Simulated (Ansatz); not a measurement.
Wavefunction ladder for `[O-]C(C(F)(F)F)C(F)(F)F`

```xyz
11

O     1.157    1.208   -0.774
C     0.598    0.342    0.023
C    -0.749    0.851    0.613
F    -0.541    1.992    1.293
F    -1.341    0.006    1.500
F    -1.679    1.123   -0.315
C     0.382   -1.043   -0.654
F     1.564   -1.534   -1.065
F    -0.410   -0.998   -1.736
F    -0.145   -2.000    0.156
H     1.165    0.053    0.960
```

Charge -1, multiplicity 1. All single points use the PBE0-D4/def2-TZVPD geometry. Frozen core, restricted reference, the Gaussian-basis code of Ansatz. CBS rows extrapolate triple and quadruple zeta; past MP2 they add the triple-zeta difference.

```csv
basis,HF (Eh),MP2 corr.,CCSD corr.,(T),CCSD(T) total
def2-SVPD,-785.12821,-1.76865,-1.79165,-0.05161,-786.97147
def2-TZVPPD,?,-2.22442,-2.22928,?,?
def2-QZVPPD,-786.08591,?,–,–,–
CBS(def2),-786.09017,-2.54681,?,as TZ,?
```

(1) Fill in the withheld values. (An estimate is asked.)

## Answers

(1) The calculation gave: def2-TZVPPD HF (Eh): -786.05500; def2-TZVPPD (T): -0.07976; def2-TZVPPD CCSD(T) total: -788.36404; def2-QZVPPD MP2 corr.: -2.40963; CBS(def2) CCSD corr.: -2.55167; CBS(def2) CCSD(T) total: -788.72160.
